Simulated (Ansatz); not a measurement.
Cost and result for the atomization energy of `CN([SiH2]F)[SiH2]F` (13 atoms, 12 bonds).

```xyz
13

C    -0.171    1.271   -0.804
N     0.072    0.046   -0.031
Si    0.154    0.190    1.674
F    -1.275    0.521    2.314
Si    0.103   -1.437   -0.887
F    -1.349   -1.851   -1.416
H     0.264    1.186   -1.804
H     0.295    2.131   -0.315
H    -1.238    1.478   -0.913
H     0.616   -1.095    2.239
H     1.019    1.341    2.021
H     0.936   -1.277   -2.101
H     0.574   -2.502    0.022
```

The species carries charge 0 and has multiplicity 1. All single points use the PBE0-D4/def2-TZVP geometry. It is one conformer, not always the lowest. Program: Ansatz. All runs use 2 threads of an AMD EPYC 7R13 on a shared host and a share of an NVIDIA H100 80 GB. Times are those of one run each, without the atoms' runs, and a repeat can differ threefold. Electronic energies, without spin–orbit coupling; frozen cores. CCSD(T)/CBS adds CCSD(T) − MP2 in def2-TZVPP to the MP2 limit, and its time is that of the two runs behind it. T1 = 0.012. B3LYP takes the VWN-RPA correlation (the form of Gaussian; ORCA's B3LYP/G).

CCSD(T)/CBS is a level of theory with its own doubt, some kJ/mol a heavy atom from the limit and from the frozen cores, so smaller differences don't rank the functionals.

```tsv
level	functions	wall time	atomization (kcal/mol)	difference from CCSD(T)/CBS	per bond
PBE0-D4/def2-TZVPP	306	11 s	1140.2	-15.7	-1.3
B3LYP-D4/def2-TZVPP (with forces)	306	12 s	1150.1	-5.8	-0.5
PBE-D4/def2-TZVPP (with forces)	306	13 s	1156.9	1.0	0.1
ωB97M-V/def2-TZVPP (with forces)	306	13 s	1155.0	-0.9	-0.1
B2PLYP/def2-TZVPP	306	14 s	1139.5	-16.4	-1.4
r2SCAN-D4/def2-TZVPP (with forces)	306	14 s	1148.4	-7.5	-0.6
ωB97X-V/def2-TZVPP	306	14 s	1157.7	1.8	0.1
MP2/def2-QZVPP	578	16 s	1162.2	6.3	0.5
CCSD(T)/def2-TZVPP	306	17 s	1122.8	-33.1	-2.8
CCSD(T)/CBS(def2)	–	33 s	1155.9	0.0	0.0
```

From PBE to PBE0 (25 % exact exchange), in def2-TZVPP and without D4, the atomization energy moves by −15.6 kcal/mol: exact exchange takes away binding that semilocal exchange gives to molecules. The D4 term adds +11.7 kcal/mol with B3LYP and +6.2 kcal/mol with PBE0; it sums over pairs of atoms, weighted by their polarisabilities, and B3LYP, whose exchange is more repulsive, gets the larger term. In def2-TZVPP, CCSD(T) changes the Hartree–Fock value by +268.6 kcal/mol (the triples alone add +14.2 kcal/mol) and MP2 by +287.7 kcal/mol; breaking electron pairs costs correlation energy, which Hartree–Fock lacks.
